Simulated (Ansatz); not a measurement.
`[Br][SbH][Br]` + H₂O → `[OH][SbH][Br]` + HBr at 600 K and 1 bar (formal hydrolysis of the Sb–Br bond).

Calculated with Ansatz (gas phase, PBE0-D4/def2-TZVP geometries, no zero-point term in ΔE). CCSD(T)/CBS is the MP2 limit (def2-TZVPP, def2-QZVPP) plus CCSD(T) − MP2 in def2-TZVPP, frozen cores. This one scheme is used for every species. Elements past krypton have def2 core potentials. For Br, Sb outer-core shells are correlated without core-valence functions, which leaves a few kJ/mol of doubt a bond. Scalar relativity is left out up to krypton. Each species was taken in one conformer, which may not be the lowest.

```
        species  CCSD(T)/CBS energy (Eh)  H − E (kJ/mol)  S (J/(mol·K))
`[Br][SbH][Br]`              -5387.32462            58.8          386.2
            H₂O                -76.37941            76.8          212.8
`[OH][SbH][Br]`              -2889.75660            95.1          375.9
            HBr              -2573.91920            33.5          219.1
```

H − E and S are ideal-gas, rigid-rotor, harmonic terms from PBE0-D4/def2-TZVP, for one conformer and one mirror image of each species. 1 Eh = 2625.50 kJ/mol, R = 8.31446 J/(mol·K).

By hand: ΔE, ΔH, ΔS and ΔG.

ΔE = (-2889.75660) + (-2573.91920) − (-5387.32462) − (-76.37941) = 0.02823 Eh = 74.1 kJ/mol. Δ(H − E) = 95.1 + 33.5 − 58.8 − 76.8 = -7.0, so ΔH = 67.1 kJ/mol. ΔS = 375.9 + 219.1 − 386.2 − 212.8 = -4.0 J/(mol·K). ΔG = 67.1 − 600 × (-4.0)/1000 = 69.5 kJ/mol.

By hand: the equilibrium constant, and the temperature at which ΔG would vanish if ΔH and ΔS stayed fixed.

log₁₀ K = −ΔG/(RT ln 10) = -6.1. ΔH and −TΔS have one sign here, so there is no such temperature.

The number of gas molecules stays the same, so ΔS is small and ΔH decides. A doubt of 5 kJ/mol in ΔE shifts log₁₀ K by 0.4 here. Other conformers and mirror images would add mixing entropy, several J/(mol·K) or more a flexible species. These are equilibria of isolated gas molecules and say nothing of rates. Largest T1 diagnostic: 0.012 (customary marks: 0.02 for closed shells, 0.045 for open ones).

ΔS is within the doubt of such terms, so its sign, and with it that verdict, could turn.
